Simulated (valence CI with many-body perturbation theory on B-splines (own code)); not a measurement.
## From CI to CI+MBPT in Pb⁵⁹⁺

Calculated by relativistic CI+MBPT: five valence electrons over a frozen Dirac-Fock core [Ar], a basis of 7 s, 7 p, 8 d, 6 f, 4 g, 1 h functions for each j, with the one-electron correlation potential Σ1, the two-electron term Σ2, the three-electron term Σ3, Breit, model QED; selected CI, second order for the rest (own B-spline code, finite nucleus).

No measured spectrum was set against this ion. As an estimate, large intervals hold to a few tenths of a per cent, small ones and those within an open d or f shell to about a per cent. The list stops below the first excitations out of the core. Only levels of the ground parity were solved; by the run's estimate the other parity begins above the list, which can be wrong where configurations are misplaced.

Each rung adds one term. CI alone is the Dirac-Coulomb CI over the frozen core; QED comes last and gives the full result, which names the levels. Energies are above (3d3/2^4 3d5/2) J=5/2 on the same rung, in eV.

Levels are named by their leading jj configuration (3d3/2^4 stands for four electrons in 3d with j = 3/2), which in mixed levels can hold well under half, so a name can repeat and another be missing. Letters in brackets count levels of one name in rising energy.

```csv
Level,CI alone
(3d3/2^3 3d5/2^2) J=5/2 [a],102.05
(3d3/2^3 3d5/2^2) J=7/2 [a],116.06
(3d3/2^3 3d5/2^2) J=11/2,118.92
(3d3/2^3 3d5/2^2) J=3/2 [a],117.68
(3d3/2^3 3d5/2^2) J=9/2,124.96
(3d3/2^3 3d5/2^2) J=5/2 [b],129.17
(3d3/2^3 3d5/2^2) J=7/2 [b],134.22
(3d3/2^3 3d5/2^2) J=1/2,133.91
(3d3/2^3 3d5/2^2) J=3/2 [b],154.43
(3d3/2^2 3d5/2^3) J=5/2 [a],215.94
(3d3/2^2 3d5/2^3) J=11/2,228.99
(3d3/2^2 3d5/2^3) J=7/2 [a],227.41
(3d3/2^2 3d5/2^3) J=9/2 [a],230.90
(3d3/2^2 3d5/2^3) J=13/2,236.14
(3d3/2^2 3d5/2^3) J=1/2 [a],235.33
(3d3/2^2 3d5/2^3) J=3/2 [a],236.72
```

Problem. What do these energies become with core correlation, Breit and QED?

Solution. (3d3/2^3 3d5/2^2) J=5/2 [a] 101.48 (-0.566); (3d3/2^3 3d5/2^2) J=7/2 [a] 114.17 (-1.892); (3d3/2^3 3d5/2^2) J=11/2 115.13 (-3.789); (3d3/2^3 3d5/2^2) J=3/2 [a] 116.75 (-0.937); (3d3/2^3 3d5/2^2) J=9/2 122.12 (-2.836); (3d3/2^3 3d5/2^2) J=5/2 [b] 126.92 (-2.252); (3d3/2^3 3d5/2^2) J=7/2 [b] 131.68 (-2.534); (3d3/2^3 3d5/2^2) J=1/2 132.33 (-1.579); (3d3/2^3 3d5/2^2) J=3/2 [b] 153.09 (-1.334); (3d3/2^2 3d5/2^3) J=5/2 [a] 214.29 (-1.645); (3d3/2^2 3d5/2^3) J=11/2 224.33 (-4.657); (3d3/2^2 3d5/2^3) J=7/2 [a] 224.43 (-2.977); (3d3/2^2 3d5/2^3) J=9/2 [a] 226.80 (-4.095); (3d3/2^2 3d5/2^3) J=13/2 229.68 (-6.458); (3d3/2^2 3d5/2^3) J=1/2 [a] 233.37 (-1.960); (3d3/2^2 3d5/2^3) J=3/2 [a] 234.60 (-2.127).

Problem. How does the ionisation energy move along the ladder, and which term matters most?

Solution. CI alone 6152.1, + Σ1 6154.3, + Σ2 6165.5, + Σ3 6165.8, + Breit 6162.6, + QED 6162.7 eV. The largest step is Σ2, 11.2 eV. NIST lists 6162 ± 7 eV (theoretical).
